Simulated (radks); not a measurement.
Results of a calculation; reference values are marked as such.
Task: These are the eigenvalues of the occupied orbitals of an atom or ion with whole-number occupations (eV). Code: a radial shooting solver on a logarithmic mesh with Libxc functionals. Model: non-relativistic Kohn-Sham, exchange-only LDA, spin-polarised, spherical densities, point nucleus.

| orbital | eigenvalue |
|---|---|
| 1s | -3094.366 |
| 2s | -291.9750 |
| 2p | -227.9816 |
| 3s | -22.6629 |
| 3p | -9.0831 |

Which element is it, and in what charge state? The configuration may be excited. Open shells, if any, are filled with parallel spins first.

Result: Z = 18, argon, charge 0: Ar in [Ar]. The list shows which subshells hold electrons but not how many an open one holds; the 1s level, -113.72 hartree, gives Z - s = 15.1 by -(Z - s)^2/2, which with screening narrows Z to a few neighbours, and the depths of the outer levels then fix element, charge and occupations together.
